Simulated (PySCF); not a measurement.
Gas-phase reaction: As4 = 4 As

Energies from PySCF, thermal terms from the rigid-rotor harmonic-oscillator model, ideal gas at 1 bar. † marks an energy on the PBE0/def2-TZVP geometry and frequencies; other levels use their own. MP2 and CCSD(T) freeze the core. 6-31G* has spherical d functions here. Open shells (unrestricted): As (multiplicity 4); the rest are closed-shell singlets. B3LYP is the form with VWN-RPA correlation. As: all electrons, no relativistic terms. MP2 isn't extrapolated to the basis-set limit; its ΔH°(298 K) is 819.7 kJ in def2-SVP and 1000.2 kJ in def2-TZVPP. CCSD(T) isn't extrapolated to the basis-set limit; its ΔH°(298 K) is 757.6 kJ in def2-SVP and 936.2 kJ in def2-TZVPP. The harmonic model lacks anharmonicity and excited electronic states, which grow with temperature; levels with a mode under 35 cm⁻¹ are left out.

```json
[
 {"level": "B3LYP/6-31G*", "ΔE electronic, kJ": "964", "ΔH°(298 K), kJ": "962", "ΔS°(298 K), J/K": "369", "ΔG°(1600 K), kJ": "367"},
 {"level": "CCSD(T)/def2-SVP†", "ΔE electronic, kJ": "760", "ΔH°(298 K), kJ": "758", "ΔS°(298 K), J/K": "372", "ΔG°(1600 K), kJ": "158"},
 {"level": "CCSD(T)/def2-TZVPP†", "ΔE electronic, kJ": "938", "ΔH°(298 K), kJ": "936", "ΔS°(298 K), J/K": "372", "ΔG°(1600 K), kJ": "336"},
 {"level": "HF/def2-TZVP†", "ΔE electronic, kJ": "298", "ΔH°(298 K), kJ": "296", "ΔS°(298 K), J/K": "372", "ΔG°(1600 K), kJ": "-303"},
 {"level": "M06-2X/def2-TZVP†", "ΔE electronic, kJ": "963", "ΔH°(298 K), kJ": "961", "ΔS°(298 K), J/K": "372", "ΔG°(1600 K), kJ": "361"},
 {"level": "MP2/def2-TZVPP†", "ΔE electronic, kJ": "1002", "ΔH°(298 K), kJ": "1000", "ΔS°(298 K), J/K": "372", "ΔG°(1600 K), kJ": "400"},
 {"level": "r2SCAN/def2-TZVP†", "ΔE electronic, kJ": "1040", "ΔH°(298 K), kJ": "1038", "ΔS°(298 K), J/K": "372", "ΔG°(1600 K), kJ": "439"},
 {"level": "LDA/def2-TZVP†", "ΔE electronic, kJ": "1356", "ΔH°(298 K), kJ": "1354", "ΔS°(298 K), J/K": "372", "ΔG°(1600 K), kJ": "754"},
 {"level": "ωB97M-V/def2-TZVP†", "ΔE electronic, kJ": "986", "ΔH°(298 K), kJ": "984", "ΔS°(298 K), J/K": "372", "ΔG°(1600 K), kJ": "385"}
]
```
ΔH° is lowest at HF/def2-TZVP† and highest at LDA/def2-TZVP†. No reference value is set beside these.
